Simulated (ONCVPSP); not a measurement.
## Al ONCV: all-electron and pseudo phase curves

- Element: aluminium
- Generator: ONCVPSP 4.0.1
- Type: optimised norm-conserving Vanderbilt (ONCV)
- Functional: PBE
- Relativity: scalar-relativistic
- Frozen core: [Ne]
- Valence charge: 3
- Reference configuration: 3s1.75 3p1.25
- Partial waves: 3s: rc 2.05 bohr, ncon 3, nbas 7, qcut 2.6 1/bohr, 2 projectors, debl 3.5 Ha; 3p: rc 2.35 bohr, ncon 4, nbas 8, qcut 3.6 1/bohr, 2 projectors, debl 2.8 Ha; d scattering state at 0.31 Ha: rc 1.95 bohr, ncon 4, nbas 7, qcut 5.7 1/bohr, 2 projectors, debl 0.8 Ha
- Local potential: polynomial inside 1.50 bohr (lpopt 5, dvloc0 -1 Ha)
- Core correction: Teter function, fcfact 3.5, rcfact 1.75

The phase is arctan(r·R′/R) of the radial function R(r), unwrapped; energies in Ha, scanned from -2 to 5 Ha. A pole is an energy at which the radial function vanishes at the test radius. The pseudo phase is shifted by a multiple of π to meet the all-electron one at the reference energy, and phase errors are pseudo minus all-electron; the curves can meet again beyond the range given. Levels narrower than the energy grid can be missing from the lists of poles.

Task: For each channel, where are the poles, and over which energies does the pseudopotential scatter like the atom?

Result:

```csv
channel,radius (bohr),reference energy (Ha),"poles, all-electron","poles, pseudo",unbroken range about the reference energy with phases within 0.05 rad,phase error 1 Ha above the reference energy (rad)
s,2.08,-0.29,1.24,"1.21, 3.68",below 3.4,-0.003
p,2.39,-0.11,1.03,"1.02, 4.68",below 4.9,-0.002
d,1.99,0.31,2.06,2.06,below 3.6,+0.000
```

Note: no bound ghost flagged; GHOST(+) flagged for s at 101.2 eV.

Phases in the s channel:

| E (Ha) | all-electron | pseudo |
| --- | --- | --- |
| -1.98 | 1.161 | 1.157 |
| -1.80 | 1.120 | 1.115 |
| -1.62 | 1.066 | 1.061 |
| -1.44 | 0.994 | 0.989 |
| -1.26 | 0.893 | 0.887 |
| -1.08 | 0.745 | 0.739 |
| -0.90 | 0.516 | 0.511 |
| -0.72 | 0.172 | 0.168 |
| -0.54 | -0.267 | -0.268 |
| -0.36 | -0.668 | -0.668 |
| -0.18 | -0.950 | -0.950 |
| 0.00 | -1.134 | -1.135 |
| 0.18 | -1.258 | -1.259 |
| 0.36 | -1.345 | -1.347 |
| 0.54 | -1.411 | -1.413 |
| 0.72 | -1.462 | -1.466 |
| 0.90 | -1.505 | -1.509 |
| 1.08 | -1.541 | -1.546 |
| 1.26 | -1.574 | -1.579 |
| 1.44 | -1.605 | -1.611 |
| 1.62 | -1.635 | -1.641 |
| 1.80 | -1.666 | -1.673 |
| 1.98 | -1.698 | -1.705 |
| 2.16 | -1.734 | -1.742 |
| 2.34 | -1.775 | -1.784 |
| 2.52 | -1.826 | -1.835 |
| 2.70 | -1.892 | -1.900 |
| 2.88 | -1.984 | -1.991 |
| 3.06 | -2.124 | -2.127 |
| 3.24 | -2.356 | -2.356 |
| 3.42 | -2.756 | -2.799 |
| 3.60 | -3.317 | -3.800 |
| 3.78 | -3.793 | -6.008 |
| 3.96 | -4.078 | -6.877 |
| 4.14 | -4.244 | -7.196 |
| 4.32 | -4.349 | -7.364 |
| 4.50 | -4.420 | -7.467 |
| 4.68 | -4.471 | -7.538 |
| 4.86 | -4.511 | -7.590 |
